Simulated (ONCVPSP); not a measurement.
**Reading a pseudo-wave (Mn (Z = 25))**

Columns: radius, all-electron u(r) and pseudo u(r) of the 3d shell (level -6.77 eV) of manganese in the configuration [Ne] 3s2 3p6 3d5 4s2; PBE, scalar-relativistic, ONCV scheme, ONCVPSP 4.0.1.

```tsv
r (bohr)	all-electron	pseudo
0.085	0.0402	0.0041
0.170	0.1804	0.0311
0.255	0.3633	0.0977
0.340	0.5372	0.2098
0.425	0.6779	0.3610
0.510	0.7801	0.5337
0.595	0.8458	0.7046
0.680	0.8800	0.8505
0.765	0.8894	0.9539
0.850	0.8807	1.0070
0.935	0.8595	1.0106
1.020	0.8300	0.9742
1.105	0.7953	0.9111
1.190	0.7579	0.8366
1.275	0.7192	0.7633
1.360	0.6804	0.6995
1.445	0.6423	0.6479
1.530	0.6053	0.6061
1.615	0.5699	0.5698
1.700	0.5360	0.5360
1.785	0.5040	0.5039
1.870	0.4737	0.4736
1.955	0.4451	0.4451
2.040	0.4183	0.4183
2.125	0.3931	0.3931
2.210	0.3694	0.3694
```

(1) How many radial nodes do the two functions have?

(2) At about which radius was the pseudo-wave matched?

(3) Where does each function peak?

(4) Is the pseudo-wave norm-conserving?

Answers

(1) The all-electron 3d function has n − l − 1 = 0; the pseudo-wave has 0.

(2) 1.65 bohr, where the columns begin to agree (steps of 0.09 bohr).

(3) Outermost all-electron maximum near 0.77 bohr, pseudo maximum near 0.94 bohr (to the table’s step).

(4) Yes: the ONCV scheme keeps the norm inside the radius equal to the all-electron one, which fixes the energy derivative of the logarithmic derivative at the level.
